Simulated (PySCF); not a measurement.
CH5F2NSi.

```xyz
10

Si     0.5054    -0.1934    -0.0662
F      1.4962     0.2502     1.1282
F      0.9989     0.6924    -1.3274
N     -1.0867     0.1081     0.4285
C     -2.2637    -0.5808    -0.0486
H      0.6843    -1.6118    -0.4330
H     -1.2729     0.9298     0.9933
H     -1.9710    -1.5058    -0.5692
H     -2.8589     0.0177    -0.7611
H     -2.9256    -0.8780     0.7818
```
Charge 0, spin multiplicity 1.

Coordinates come from a PBE0-D3(BJ)/def2-SVP optimisation. The structure was generated by enumeration, and PubChem lists no compound with its InChIKey, so it may never have been made. The values are those of a single conformer.

Calculation: B3LYP/pcSseg-1 in PySCF. Non-relativistic, no solvent.

Computed absolute GIAO shielding of each atom: isotropic value and principal components (ppm):
| atom | σ(iso) | σ11 | σ22 | σ33 | span |
|---|---|---|---|---|---|
| Si1 | 383.5 | 360.5 | 366.1 | 424.0 | 63.5 |
| F2 | 331.6 | 272.8 | 323.5 | 398.6 | 125.9 |
| F3 | 302.0 | 244.5 | 277.5 | 384.0 | 139.5 |
| N4 | 224.2 | 191.0 | 206.6 | 274.9 | 83.9 |
| C5 | 151.5 | 124.8 | 149.0 | 180.8 | 55.9 |
| H6 | 27.0 | 23.9 | 24.7 | 32.5 | 8.6 |
| H7 | 30.5 | 22.2 | 29.3 | 40.1 | 18.0 |
| H8 | 28.9 | 25.1 | 27.5 | 34.0 | 9.0 |
| H9 | 28.6 | 23.2 | 26.7 | 35.9 | 12.7 |
| H10 | 28.7 | 23.5 | 26.7 | 35.9 | 12.4 |
